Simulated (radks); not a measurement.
Results of a calculation; reference values are marked as such.
Ba+, 55 electrons, occupied as [Xe] 6s0.5 7s0.5 (fractional occupations, a model configuration). Code: a radial shooting solver on a logarithmic mesh with Libxc functionals. Model: Dirac Kohn-Sham, LDA (Slater exchange, Perdew-Zunger correlation), spin-unpolarised, spherical densities, finite nucleus; Fermi nuclear charge, rms radius 4.8378 fm.

Radial electron density D(r) = 4 pi r^2 rho(r):

r (bohr),D(r) (e/bohr)
0.001053,2.654
0.001462,4.616
0.002029,7.885
0.002816,13.14
0.00391,21.16
0.005428,32.49
0.007534,46.77
0.01046,61.62
0.01452,72.31
0.02016,73.93
0.02798,67.81
0.03884,66.02
0.05392,79.78
0.07485,95.04
0.1039,85.34
0.1442,69.42
0.2002,79.33
0.278,70.79
0.3859,34.72
0.5357,30.60
0.7436,29.35
1.032,13.65
1.433,7.596
1.989,4.749
2.761,1.529
3.833,0.3398
5.321,0.09163
7.387,0.08184
10.25,0.06807
14.24,0.01049
19.76,0.0002063

D(r) has 5 maxima, at r = 0.0180, 0.0792, 0.224, 0.629, 8.40 bohr, and minima at 0.0350, 0.148, 0.464, 6.24 bohr, inside which lie 2.03, 11.19, 29.03, 54.52 electrons.
